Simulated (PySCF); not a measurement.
H5W, SMILES [WH5+] (connectivity only; charge and spin as stated), charge +1, multiplicity 1. Atoms are numbered in the order given.

```xyz
6

W      0.0000     0.0000    -0.0219
H     -1.4187     0.0000     0.8683
H      1.4187     0.0000     0.8683
H      0.0000     0.0000     1.6315
H      0.0000    -1.4671    -0.8747
H      0.0000     1.4671    -0.8747
```
Charge +1, spin multiplicity 1.

Geometry: B3LYP-D3(BJ)/def2-TZVPD. The spin state was assumed, not searched. The def2 effective core potentials stand for the cores of W; spin–orbit coupling is left out.

Calculation: TDDFT-PBE/def2-TZVPD (PySCF 2.14.0).

Vertical excitations. Gas-phase values at a fixed geometry. State labels are in the subgroup C2v.

Computed lowest excited states:
```json
[
 {"state": "S1", "symmetry": "A2", "energy (eV)": "2.24", "λ (nm)": "553", "f": "0.000", "main pairs": "HOMO→LUMO 99 %"},
 {"state": "S2", "symmetry": "B2", "energy (eV)": "3.23", "λ (nm)": "384", "f": "0.002", "main pairs": "HOMO−1→LUMO 99 %"},
 {"state": "S3", "symmetry": "B1", "energy (eV)": "3.28", "λ (nm)": "378", "f": "0.001", "main pairs": "HOMO−2→LUMO 100 %"},
 {"state": "S4", "symmetry": "A2", "energy (eV)": "3.76", "λ (nm)": "329", "f": "0.000", "main pairs": "HOMO−3→LUMO 99 %"},
 {"state": "S5", "symmetry": "B2", "energy (eV)": "4.43", "λ (nm)": "280", "f": "0.005", "main pairs": "HOMO→LUMO+2 98 %"},
 {"state": "S6", "symmetry": "A1", "energy (eV)": "4.48", "λ (nm)": "277", "f": "0.004", "main pairs": "HOMO→LUMO+1 98 %"},
 {"state": "S7", "symmetry": "B1", "energy (eV)": "4.92", "λ (nm)": "252", "f": "0.046", "main pairs": "HOMO→LUMO+3 89 %"},
 {"state": "S8", "symmetry": "A2", "energy (eV)": "5.20", "λ (nm)": "238", "f": "0.000", "main pairs": "HOMO−4→LUMO 87 %"},
 {"state": "S9", "symmetry": "A2", "energy (eV)": "5.48", "λ (nm)": "226", "f": "0.000", "main pairs": "HOMO−1→LUMO+2 73 %, HOMO−2→LUMO+3 18 %"},
 {"state": "S10", "symmetry": "B1", "energy (eV)": "5.49", "λ (nm)": "226", "f": "0.037", "main pairs": "HOMO−1→LUMO+1 88 %"},
 {"state": "T1", "symmetry": "A2", "energy (eV)": "1.38", "λ (nm)": "896", "f": "0", "main pairs": "HOMO→LUMO 100 %"},
 {"state": "T2", "symmetry": "B2", "energy (eV)": "2.61", "λ (nm)": "476", "f": "0", "main pairs": "HOMO−1→LUMO 99 %"},
 {"state": "T3", "symmetry": "B1", "energy (eV)": "2.64", "λ (nm)": "470", "f": "0", "main pairs": "HOMO−2→LUMO 100 %"},
 {"state": "T4", "symmetry": "A2", "energy (eV)": "3.25", "λ (nm)": "381", "f": "0", "main pairs": "HOMO−3→LUMO 100 %"}
]
```
Triplets are in the Tamm–Dancoff approximation, which puts them higher than full response would, so one can lie above its singlet here.
